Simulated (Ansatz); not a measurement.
Cost and result for the atomization energy of FGaH$_{2}$S$_{2}$ (`[F][Ga]([SH])[SH]`) (6 atoms, 5 bonds).

Total charge 0; spin multiplicity 1. Correlated methods include outer-core shells of Ga, which these sets cover unevenly. Scalar relativity is left out up to krypton. The structure was optimised at the PBE0-D4/def2-TZVP level. It is one conformer, not always the lowest. Program: Ansatz. All runs use 4 threads of an Arm Neoverse V2 on a shared host. Times are those of one run each, without the atoms' runs, and a repeat can differ threefold. Electronic energies, without spin–orbit coupling; frozen cores. CCSD(T)/CBS adds CCSD(T) − MP2 in def2-TZVPP to the MP2 limit, and its time is that of the two runs behind it. T1 = 0.013. With those shells the extrapolation isn't a true limit. B3LYP takes the VWN-RPA correlation (the form of Gaussian; ORCA's B3LYP/G).

CCSD(T)/CBS is a level of theory with its own doubt, some kJ/mol a heavy atom from the limit and from the frozen cores, so smaller differences don't rank the functionals.

```json
{"level": "LDA (SPW92)/def2-TZVPP", "functions": "191", "wall time": "0.7 s"}
{"level": "BLYP-D4/def2-TZVPP", "functions": "191", "wall time": "1.1 s"}
{"level": "PBE-D4/def2-TZVPP (with forces)", "functions": "191", "wall time": "1.3 s"}
{"level": "PBE0-D4/def2-TZVPP", "functions": "191", "wall time": "1.9 s"}
{"level": "CCSD(T)/def2-SVP", "functions": "92", "wall time": "1.9 s"}
{"level": "B3LYP-D4/def2-TZVPP (with forces)", "functions": "191", "wall time": "2.7 s"}
{"level": "PBE-QIDH/def2-TZVPP", "functions": "191", "wall time": "2.9 s"}
{"level": "r2SCAN-D4/def2-TZVPP (with forces)", "functions": "191", "wall time": "3 s"}
{"level": "r2SCANh-D4/def2-TZVPP", "functions": "191", "wall time": "3.2 s"}
{"level": "ωB97M-V/def2-TZVPP (with forces)", "functions": "191", "wall time": "7 s"}
{"level": "MP2/def2-QZVPP", "functions": "346", "wall time": "8 s"}
{"level": "CCSD(T)/def2-TZVPP", "functions": "191", "wall time": "39 s"}
{"level": "CCSD(T)/CBS(def2)", "functions": "–", "wall time": "47 s"}
```

Question: What atomization energy does each give, and how far from CCSD(T)/CBS? (An estimate is asked.)

Answer: Ansatz gave: 
| level | atomization (kcal/mol) | difference from CCSD(T)/CBS | per bond |
| --- | --- | --- | --- |
| LDA (SPW92)/def2-TZVPP | 502.3 | 68.3 | 13.6 |
| BLYP-D4/def2-TZVPP | 423.3 | -10.7 | -2.1 |
| PBE-D4/def2-TZVPP (with forces) | 437.8 | 3.8 | 0.8 |
| PBE0-D4/def2-TZVPP | 428.2 | -5.8 | -1.2 |
| CCSD(T)/def2-SVP | 398.8 | -35.2 | -7.0 |
| B3LYP-D4/def2-TZVPP (with forces) | 423.2 | -10.8 | -2.2 |
| PBE-QIDH/def2-TZVPP | 429.2 | -4.8 | -1.0 |
| r2SCAN-D4/def2-TZVPP (with forces) | 436.3 | 2.3 | 0.4 |
| r2SCANh-D4/def2-TZVPP | 431.7 | -2.3 | -0.5 |
| ωB97M-V/def2-TZVPP (with forces) | 432.5 | -1.5 | -0.3 |
| MP2/def2-QZVPP | 441.8 | 7.8 | 1.6 |
| CCSD(T)/def2-TZVPP | 421.7 | -12.3 | -2.5 |
| CCSD(T)/CBS(def2) | 434.0 | 0.0 | 0.0 |

From PBE to PBE0 (25 % exact exchange), in def2-TZVPP and without D4, the atomization energy moves by −9.1 kcal/mol: exact exchange takes away binding that semilocal exchange gives to molecules. At CCSD(T), def2-SVP lies −35.2 kcal/mol from the extrapolated value and def2-TZVPP −12.3 kcal/mol: correlation converges slowly with the basis, and small sets miss more of it in the bonded molecule than in its fragments. In def2-TZVPP, CCSD(T) changes the Hartree–Fock value by +122.0 kcal/mol (the triples alone add +9.4 kcal/mol) and MP2 by +134.9 kcal/mol; breaking electron pairs costs correlation energy, which Hartree–Fock lacks.
